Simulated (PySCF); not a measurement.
germyloxygermane (Ge2H6O), SMILES [GeH3][O][GeH3].

Geometry optimised at r2SCAN-D4/def2-SVP.

Level of theory: PySCF with TDDFT-ωB97X/def2-SVPD.

Vertical excitations.  State labels are in the subgroup C2v.

Computed UV-visible absorptions:
```tsv
state	symmetry	energy (eV)	λ (nm)	f	main pairs
S1	B2	6.70	185	0.003	HOMO→LUMO 93 %
S2	A1	7.24	171	0.005	HOMO−1→LUMO 91 %
S3	B2	7.97	155	0.063	HOMO→LUMO+1 76 %, HOMO→LUMO+3 14 %
S4	A2	8.11	153	0.000	HOMO−3→LUMO 56 %, HOMO→LUMO+2 18 %, HOMO→LUMO+4 17 %
S5	B1	8.24	150	0.000	HOMO−2→LUMO 70 %, HOMO−1→LUMO+4 14 %
S6	B2	8.27	150	0.097	HOMO→LUMO+3 77 %, HOMO→LUMO+1 13 %
S7	A1	8.49	146	0.206	HOMO−1→LUMO+1 84 %
S8	A2	8.62	144	0.000	HOMO→LUMO+2 53 %, HOMO−3→LUMO+1 19 %, HOMO−3→LUMO 13 %
S9	B1	8.89	139	0.006	HOMO−1→LUMO+2 52 %, HOMO−2→LUMO+1 28 %
S10	A1	8.92	139	0.016	HOMO−1→LUMO+3 81 %
T1	B2	6.34	195	0	HOMO→LUMO 86 %
T2	A1	6.81	182	0	HOMO−1→LUMO 85 %
T3	B2	7.77	160	0	HOMO→LUMO+1 73 %
T4	A2	7.81	159	0	HOMO−3→LUMO 56 %, HOMO→LUMO+2 16 %, HOMO→LUMO+4 15 %
```
Triplets are in the Tamm–Dancoff approximation, which puts them higher than full response would, so one can lie above its singlet here.
